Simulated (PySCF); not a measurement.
H5OSi2, SMILES [SiH2]O[SiH3], multiplicity 2.

Geometry optimised at B3LYP-D3(BJ)/def2-TZVP. The isomer is the one that the SMILES or the coordinates give; other isomers of the formula were not compared.

The numbers are results of M06-2X/def2-TZVPD (PySCF), not measurements.

Computed frontier levels, dipole moment and polarisability:
The α spin, highest occupied and lowest empty level comes out as -6.92 and 0.23 eV and the β spin, highest occupied and lowest empty level is -10.14 and -2.33 eV. The dipole moment comes out as 0.35 D and the quadrupole, principal values (traceless, Buckingham form, about the centre of nuclear charge) is -1.05, -0.87, 1.91 D·Å. The mean static polarisability comes out as 60.0 bohr³ (8.89 Å³), the polarisability, principal values comes out as 55.9, 57.1, 67.1 bohr³ and the ⟨S²⟩ is 0.752 (pure state 0.75).
